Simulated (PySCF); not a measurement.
**Does the structure fit the spectrum?**

A compound C5H6ClN gives the data below (simulated from a calculation) and was assigned the structure `N#CC/C=C/CCl`.

¹³C{¹H} NMR (computed): δ 139.0 (C), 130.8 (CH), 121.2 (C), 26.2 (CH2), 18.4 (CH3).

¹H NMR (400 MHz, computed): δ 6.16 (s, 1H), 2.90 (s, 2H), 2.18 (s, 3H).

All values are calculated (PySCF 2.14): geometry from GFN2-xTB, PBE0/pcSseg-1 with gauge-including orbitals. One computed conformer, no relativistic terms, one averaged value for each set of equivalent atoms, gas phase.

δ = σ(ref) − σ, references computed at the same level: ¹H (31.72 ppm), ¹³C (186.93 ppm) against TMS.

**Question.** Compare with the shifts computed for the proposed structure, pairing carbons in order of shift.

**Answer.** Structure with atom numbers: `[N:1]#[C:2][CH2:3]/[CH:4]=[CH:5]/[CH2:6][Cl:7]`; H(Xn) means a hydrogen on atom n.

| atom | computed for proposal | given list | difference |
| --- | --- | --- | --- |
| C5 | 141.2 | 139.0 | +2.2 |
| C4 | 133.4 | 130.8 | +2.6 |
| C2 | 120.7 | 121.2 | -0.5 |
| C6 | 51.4 | 26.2 | +25.2 |
| C3 | 22.8 | 18.4 | +4.4 |

The rms difference is 11.6 ppm and the largest +25.2 ppm at C6 (allylic sp3 CH2 bonded to Cl). The carbon types in order of shift don't match either: CH, CH, C, CH2, CH2 for the proposal against C, CH, C, CH2, CH3 in the data. The proposal doesn't fit.

**Question.** Which isomer fits?

**Answer.** `C(/C)(=C/Cl)CC#N`.

Carbon types of the structure: 2 × C, 1 × CH, 1 × CH2, 1 × CH3, which accounts for all hydrogens. δC 139.0: fully substituted alkene carbon; an sp2 carbon of a C=C bond. δC 130.8: alkene CH; an sp2 carbon of a C=C bond. δC 121.2: nitrile carbon; typical of a nitrile. δH 2.18: hydrogen on an allylic methyl carbon; allylic position.

The data come from this structure; uniqueness wasn't tested.

Carbons that carry Cl, above all several Cl atoms, come out too deshielded, partly because spin–orbit coupling is missing. Shifts are as computed. Against solution values, carbons near 30 ppm lie about +3 ppm off and those near 130 ppm about +5 ppm; carbons on Cl a further +6 ppm. Of 1309 compounds with measured shifts, 239 miss one by over three times the rms of a fit or turn the order of signals round; such compounds aren't used in these exercises. No couplings were computed; multiplicities are counted from neighbouring protons, with m where these are inequivalent, close in shift, in a saturated or five-membered ring or joined by F or P, and br s for small geminal =CH2 splittings.
